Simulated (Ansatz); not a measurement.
The same path of a periodic cell of 17 atoms, HC16 (host C, host structure diamond, interstitial H), cell charge +1 was run twice with different band settings. Lost on the way: C1–H17, C10–H17. Made: C3–H17, C4–H17.

Computed with DFT PBE, scalar-relativistic, plane waves, PAW (Ansatz 0.2.0). Settings: cutoff 420 eV, k mesh 3x3x3, gaussian smearing 0.05 eV, no spin polarisation.

Relaxed end points:

```xyz
17
Lattice="0.0000 3.5700 3.5700 3.5700 0.0000 3.5700 3.5700 3.5700 0.0000" Properties=species:S:1:pos:R:3
C -0.086 0.065 0.066
C 0.898 0.888 0.853
C 1.774 1.788 -0.036
C 2.652 2.673 0.884
C 1.756 -0.002 1.765
C 2.619 0.934 2.665
C 3.547 1.791 1.776
C 4.441 2.679 2.659
C -0.014 1.741 1.727
C 0.958 2.611 2.593
C 1.775 3.573 1.760
C 2.668 4.455 2.656
C 1.745 1.788 3.576
C 2.657 2.678 4.435
C 3.550 3.567 3.550
C 4.425 4.458 4.453
H 3.461 3.120 6.142
```

```xyz
17
Lattice="0.0000 3.5700 3.5700 3.5700 0.0000 3.5700 3.5700 3.5700 0.0000" Properties=species:S:1:pos:R:3
C 0.045 0.057 -0.013
C 0.898 0.930 0.899
C 1.721 1.717 -0.085
C 2.745 2.761 0.960
C 1.789 0.018 1.758
C 2.678 0.919 2.658
C 3.568 1.777 1.746
C 4.422 2.689 2.620
C -0.002 1.820 1.776
C 0.901 2.698 2.669
C 1.783 3.593 1.776
C 2.683 4.470 2.653
C 1.789 1.804 3.551
C 2.677 2.695 4.443
C 3.565 3.577 3.549
C 4.468 4.471 4.426
H 2.238 2.781 7.031
```

Common settings: spring 5.0 eV/Å²; optimiser quadratic models (default); force threshold 0.05 eV/Å; end points relaxed.

| run | movable images | climbing image | start path | iteration limit |
| --- | --- | --- | --- | --- |
| 1 | 3 | yes | IDPP | 80 |
| 2 | 4 | no | default | 50 |

(1) What does each run give, and how far can it be trusted?

Results:

(1) Run 1: converged after 17 iterations, highest image 0.043 eV above the first end. By the program's own check the climbing image is of a kind that is not told: the force calls were inconclusive, a negative curvature could not be distinguished from the path's own, the only one lies far off the path, or fixed occupations may fill a level only in part (lowest curvatures found: -2.74 and 0.31 eV/Å²).
Run 2: converged after 21 iterations, highest image 0.014 eV above the first end. Beside the main top the profile has a ripple of under 15 meV (maxima at images 2, 4), which may be a very shallow well or noise. No image climbed, so the highest image needn't sit at the top of the path.
Limits of this set-up: charged cell in a uniform background, uncorrected.
